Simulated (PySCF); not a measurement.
C3H4N2, triplet, at a GFN2-xTB geometry (a higher spin typed on purpose: for a closed-shell molecule this is an excited state), with bond 9-4 at 3.0 times its length; PBE/STO-3G (PySCF).

Here is a job for PySCF.
```python
from pyscf import gto, scf, dft

mol = gto.M(
    atom='''
C    -0.826036   -0.825580   -0.061835
C    -0.911921    0.547286   -0.412688
N     0.257584    1.152670    0.039121
C     1.138789    0.011095    0.258581
N     0.354781   -1.129169    0.397140
H    -1.622847   -1.544928   -0.113094
H    -1.725997    1.108485   -0.825513
H     0.625005    1.950911   -0.464463
H     3.819303   -0.249532   -1.582484
''',
    basis='sto-3g',
    charge=0,
    spin=2,
    verbose=4,
)

mf = dft.UKS(mol)
mf.xc = 'pbe'
mf.kernel()
mo_i, mo_e, stable_i, stable_e = mf.stability(internal=True, external=False, return_status=True, nroots=6, tol=1e-6)
print('internally stable:', stable_i, ' externally stable:', stable_e)
if not stable_i:
    umf = mf.copy()
    umf.scf_summary = {}
    umf.kernel(umf.make_rdm1(mo_i, mf.mo_occ))
```

**Question.** Write the output that PySCF gives for this input, abridged.

**Answer.** 
```
PySCF version 2.14.0

[INPUT] verbose = 4
[INPUT] num. atoms = 9
[INPUT] num. electrons = 36
[INPUT] charge = 0
[INPUT] spin (= nelec alpha-beta = 2S) = 2
[INPUT] symmetry False subgroup None
[INPUT] Mole.unit = angstrom
[INPUT] Symbol           X                Y                Z      unit          X                Y                Z       unit  Magmom
[INPUT]  1 C     -0.826036000000  -0.825580000000  -0.061835000000 AA   -1.560981809031  -1.560120093918  -0.116851214912 Bohr   0.0
[INPUT]  2 C     -0.911921000000   0.547286000000  -0.412688000000 AA   -1.723280937239   1.034220651809  -0.779867294895 Bohr   0.0
[INPUT]  3 N      0.257584000000   1.152670000000   0.039121000000 AA    0.486763214070   2.178230612002   0.073927975719 Bohr   0.0
[INPUT]  4 C      1.138789000000   0.011095000000   0.258581000000 AA    2.151999323667   0.020966511352   0.488647271016 Bohr   0.0
[INPUT]  5 N      0.354781000000  -1.129169000000   0.397140000000 AA    0.670438924199  -2.133820158349   0.750485833110 Bohr   0.0
[INPUT]  6 H     -1.622847000000  -1.544928000000  -0.113094000000 AA   -3.066736372072  -2.919490802172  -0.213716686332 Bohr   0.0
[INPUT]  7 H     -1.725997000000   1.108485000000  -0.825513000000 AA   -3.261661621821   2.094733063189  -1.559993482268 Bohr   0.0
[INPUT]  8 H      0.625005000000   1.950911000000  -0.464463000000 AA    1.181088276484   3.686687483401  -0.877707864994 Bohr   0.0
[INPUT]  9 H      3.819303000000  -0.249532000000  -1.582484000000 AA    7.217436656730  -0.471547139315  -2.990461356506 Bohr   0.0

nuclear repulsion = 156.166622018702
number of shells = 19
number of NR pGTOs = 87
number of NR cGTOs = 29
basis = sto-3g
ecp = {}

******** <class 'pyscf.dft.uks.UKS'> ********
method = UKS
initial guess = minao
damping factor = 0
level_shift factor = 0
DIIS = <class 'pyscf.scf.diis.CDIIS'>
diis_start_cycle = 1
diis_space = 8
diis_damp = 0
SCF conv_tol = 1e-09
SCF conv_tol_grad = None
SCF max_cycles = 50
direct_scf = True
direct_scf_tol = 1e-13
number electrons alpha = 19  beta = 17
XC library pyscf.dft.libxc version 7.1.2
    S. Lehtola, C. Steigemann, M. J. T. Oliveira, and M. A. L. Marques,  SoftwareX 7, 1–5 (2018)
XC functionals = pbe
    J. P. Perdew, K. Burke, and M. Ernzerhof,  Phys. Rev. Lett. 77, 3865 (1996)
    J. P. Perdew, K. Burke, and M. Ernzerhof,  Phys. Rev. Lett. 78, 1396 (1997)
    J. P. Perdew, K. Burke, and M. Ernzerhof,  Phys. Rev. Lett. 77, 3865 (1996)
    J. P. Perdew, K. Burke, and M. Ernzerhof,  Phys. Rev. Lett. 78, 1396 (1997)
radial grids:
    Treutler-Ahlrichs [JCP 102, 346 (1995); DOI:10.1063/1.469408] (M4) radial grids

becke partition: Becke, JCP 88, 2547 (1988); DOI:10.1063/1.454033
pruning grids: <function nwchem_prune>
grids dens level: 3
symmetrized grids: False
atomic radii adjust function: <function treutler_atomic_radii_adjust>
small_rho_cutoff = 0
Set gradient conv threshold to 3.16228e-05
tot grids = 109392
init E= -223.618374530245

cycle= 1 E= -222.749561039038  delta_E= 0.869  |g|= 0.277  |ddm|=  3.1
cycle= 2 E= -222.185991089555  delta_E= 0.564  |g|= 0.953  |ddm|= 1.89
cycle= 3 E= -222.783920739038  delta_E= -0.598  |g|= 0.22  |ddm|= 1.67
cycle= 4 E= -222.81990632752  delta_E= -0.036  |g|= 0.0873  |ddm|= 0.553
cycle= 5 E= -222.822696506479  delta_E= -0.00279  |g|= 0.063  |ddm|= 0.232
cycle= 6 E= -222.825552231044  delta_E= -0.00286  |g|= 0.0121  |ddm|= 0.116
cycle= 7 E= -222.825657545092  delta_E= -0.000105  |g|= 0.00314  |ddm|= 0.0222
cycle= 8 E= -222.825663039786  delta_E= -5.49e-06  |g|= 0.00213  |ddm|= 0.0069
cycle= 9 E= -222.825666586952  delta_E= -3.55e-06  |g|= 0.000584  |ddm|= 0.00418
cycle= 10 E= -222.825667142039  delta_E= -5.55e-07  |g|= 0.000236  |ddm|= 0.00233
cycle= 11 E= -222.825667245449  delta_E= -1.03e-07  |g|= 5.94e-05  |ddm|= 0.000962
cycle= 12 E= -222.825667257396  delta_E= -1.19e-08  |g|= 1.05e-05  |ddm|= 0.000478
cycle= 13 E= -222.825667257674  delta_E= -2.78e-10  |g|= 9.58e-06  |ddm|= 9.89e-05
Extra cycle  E= -222.825667256803  delta_E= 8.71e-10  |g|= 3.38e-05  |ddm|= 8.64e-05
converged SCF energy = -222.825667256803  <S^2> = 2.0044565  2S+1 = 3.0029695
uhf_internal: lowest eigs of H = [0.11271125 0.15747491 0.21647625 0.27584721 0.33813905 0.3601264 ]
<class 'pyscf.dft.uks.UKS'> wavefunction is stable in the internal stability analysis
internally stable: True  externally stable: None
```
